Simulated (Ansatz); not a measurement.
Consider the ligand exchange at the Sn–C bond: `C[CH](C)[SnH3]` + H₂S → `[SH][SnH3]` + `CCC`.

Isolated molecules relaxed with PBE0-D4/def2-TZVP in Ansatz; ΔE leaves out vibrations. CBS: MP2 limit from def2 TZ/QZ plus the TZ coupled-cluster correction, frozen cores. This one scheme is used for every species. Functionals use def2-TZVPP. def2 core potentials past Kr. For Sn outer-core shells are correlated without core-valence functions, which leaves a few kJ/mol of doubt a bond.

CCSD(T)/CBS gives -84.6 kJ/mol.

Another level gave -88.5 kJ/mol. Which?
A. PBE-D4/def2-TZVPP
B. SCS-MP2/def2-TZVPP
C. RPA@PBE/def2-TZVPP
D. BHLYP-D4/def2-TZVPP

A. PBE-D4 -88.5, BHLYP-D4 -95.9, RPA@PBE/def2-TZVPP -77.0, SCS-MP2/def2-TZVPP -84.0 kJ/mol.

Largest T1 diagnostic among the species: 0.012.

In def2-TZVPP, CCSD(T) changes the Hartree–Fock value by +29.3 kJ/mol (the triples alone add +2.9 kJ/mol) and MP2 by +30.2 kJ/mol. From BLYP to BHLYP (50 % exact exchange), in def2-TZVPP and without D4, ΔE moves by −4.9 kJ/mol. The D4 term adds +8.3 kJ/mol with B3LYP and +4.7 kJ/mol with PBE0; it sums over pairs of atoms, weighted by their polarisabilities, and B3LYP, whose exchange is more repulsive, gets the larger term.

B3LYP here is the variant with VWN-RPA as its local correlation; programs differ in this.
